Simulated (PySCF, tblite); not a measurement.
A database entry of computed molecular properties. Lists by class give the value and the number of equivalent atoms.

```json
{
 "formula": "C6H6ClNSi",
 "smiles": "C#Cc1cccn1[SiH2]Cl",
 "charge": 0,
 "multiplicity": 1,
 "geometry_level": "GFN2-xTB",
 "atoms_angstrom": [
  ["C", -0.85, 2.78, -0.791],
  ["C", -0.235, 1.789, -0.499],
  ["C", 0.494, 0.639, -0.168],
  ["C", 1.853, 0.462, -0.091],
  ["C", 2.072, -0.881, 0.279],
  ["C", 0.849, -1.468, 0.413],
  ["N", -0.135, -0.553, 0.145],
  ["Si", -1.869, -0.758, 0.175],
  ["Cl", -2.223, -2.657, 0.709],
  ["H", -1.378, 3.651, -1.042],
  ["H", 2.6, 1.209, -0.278],
  ["H", 3.024, -1.351, 0.429],
  ["H", 0.596, -2.474, 0.683],
  ["H", -2.385, -0.524, -1.168],
  ["H", -2.418, 0.142, 1.182]
 ],
 "electronic_structure_code": "PySCF",
 "results": {
  "GFN2-xTB geometry": {
   "point_group": "Cs",
   "rotational_constants_GHz": [1.913, 0.893, 0.613]
  },
  "PBE0/pcSseg-1 ground state and GIAO shieldings, non-relativistic": {
   "dipole_D": 0.74,
   "homo_eV": -6.27,
   "lumo_eV": -0.55,
   "shift_vs_computed_TMS_C_by_class_ppm": [
    [130.4, 1],
    [129.3, 1],
    [119.3, 1],
    [118.1, 1],
    [92.5, 1],
    [80.4, 1]
   ],
   "shift_vs_computed_TMS_H_by_class_ppm": [
    [7.15, 1],
    [6.92, 1],
    [6.59, 1],
    [5.92, 2],
    [3.2, 1]
   ],
   "shielding_other_nuclei_by_class_ppm": [
    ["N", 89.6, 1],
    ["Si", 370.4, 1],
    ["Cl", 992.3, 1]
   ],
   "charges_hirshfeld_e_by_atom": [-0.1, -0.05, 0.02, -0.07, -0.09, -0.02, -0.11, 0.4, -0.09, 0.09, 0.06, 0.05, 0.04, -0.07, -0.07]
  },
  "GFN2-xTB harmonic vibrations, gas phase": {
   "strongest_ir_bands_cm-1_km_per_mol_modes": [
    [504.0, 80.1, 1],
    [716.0, 537.1, 1],
    [775.8, 175.9, 1],
    [1275.2, 178.3, 1],
    [2289.0, 285.3, 1],
    [2313.2, 95.1, 1]
   ],
   "zpe_kcal_per_mol": 61.1
  }
 }
}
```

The zero-point energy, half the sum of the 39 harmonic wavenumbers, equals 21370 cm⁻¹ or 256 kJ/mol. The rotational constants make it an asymmetric top with κ = (2B − A − C)/(A − C) = -0.57, nearer the prolate limit (−1). The dipole matches unit charges of opposite sign 0.15 Å apart (1 e·Å = 4.8032 D). With B = h/(8π²I), that is 505.379 GHz u Å² over I, the principal moments of inertia are 264.2, 566.1 and 824.3 u Å² (most abundant isotopes); the inertial defect Ic − Ia − Ib is -6.0 u Å² (zero for a rigid planar frame, negative otherwise). A dipole of 0.74 D is allowed in Cs, and pure rotational transitions are dipole-allowed.

Shape of the structure used: `[CH:1]#[C:2][c:3]1[cH:4][cH:5][cH:6][n:7]1[SiH2:8][Cl:9]`: C6–N7–Si8–Cl9 0°.

One conformer stands for the species.
